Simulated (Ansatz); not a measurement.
C₂H₆OSSi (`C=C(S)O[SiH3]`). Total charge 0; spin multiplicity 1. The geometry is a stationary point of PBE0-D4/def2-TZVP. It is one conformer, not always the lowest.

```xyz
11

C    -1.937    0.630   -0.579
C    -0.748    0.460   -0.013
S     0.220    1.850    0.505
O    -0.195   -0.762    0.132
Si    1.423   -1.133   -0.015
H    -2.392    1.609   -0.615
H    -2.462   -0.217   -1.002
H     0.471    1.402    1.749
H     2.199   -0.673    1.163
H     1.434   -2.612   -0.070
H     1.988   -0.553   -1.257
```

Task: What is the dipole moment at r2SCAN/def2-TZVPP? (An estimate is asked.)

Result: Ansatz gave: 0.58 D, with components (0.37, -0.24, 0.37) D in this frame, pointing from negative to positive charge.

Task: And with PBE, B3LYP, ωB97M-V? (An estimate is asked.)

Result: The calculation gave: PBE 0.55 D, B3LYP 0.55 D, ωB97M-V 0.52 D.

Task: Give the Mulliken charges with r2SCAN, PBE, ωB97M-V in def2-TZVPP. (Estimate.)

Result: Ansatz gave: 
| atom | r2SCAN | PBE | ωB97M-V |
| --- | --- | --- | --- |
| C1 | -0.24 | -0.25 | -0.25 |
| C2 | 0.21 | 0.17 | 0.14 |
| S3 | -0.14 | -0.15 | -0.12 |
| O4 | -0.35 | -0.26 | -0.33 |
| Si5 | 0.42 | 0.33 | 0.28 |
| H6 | 0.10 | 0.11 | 0.11 |
| H7 | 0.09 | 0.10 | 0.11 |
| H8 | 0.10 | 0.12 | 0.12 |
| H9 | -0.07 | -0.05 | -0.03 |
| H10 | -0.06 | -0.05 | -0.02 |
| H11 | -0.06 | -0.05 | -0.02 |

B3LYP here is the variant with VWN-RPA as its local correlation; programs differ in this.
